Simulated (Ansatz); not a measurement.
CH6O2Si can be A, `C[SiH](O)O`, or B, `OC[SiH2]O`.

Isolated molecules relaxed with PBE0-D4/def2-TZVP in Ansatz; ΔE leaves out vibrations. CCSD(T)/CBS adds triple-zeta CCSD(T) − MP2 to the extrapolated MP2 energy (def2 sets, frozen cores). Functionals use def2-TZVPP. B3LYP here is the variant with VWN-RPA as its local correlation; programs differ in this. One conformer a species, not always the lowest.

**Question.** Which is lower in electronic energy at CCSD(T)/CBS, and by how much? (Estimate.)

**Answer.** Computed: A, by 236.9 kJ/mol.

**Question.** Give E(B) − E(A) in kJ/mol with B3LYP, B3LYP-D4, PBE0-D4, B2PLYP, MP2/def2-TZVPP, LDA (SPW92), BLYP-D4. (Best estimate.)

**Answer.** The calculation gave: B3LYP 229.0, B3LYP-D4 229.3, PBE0-D4 227.2, B2PLYP 235.4, MP2/def2-TZVPP 244.2, LDA (SPW92) 223.1, BLYP-D4 222.8. None reverses the order clearly.

**Question.** Does the order hold for the free energy at 298.15 K (harmonic terms from PBE0-D4)? (Best estimate.)

**Answer.** The calculation gave: Yes: G(B) − G(A) = +232.7 kJ/mol, for one conformer each.

Largest T1 diagnostic: 0.011.

From r2SCAN to r2SCAN0 (25 % exact exchange), in def2-TZVPP and without D4, E(B) − E(A) moves by +3.4 kJ/mol. At CCSD(T), def2-SVP lies −24.7 kJ/mol from the extrapolated value and def2-TZVPP −2.2 kJ/mol.
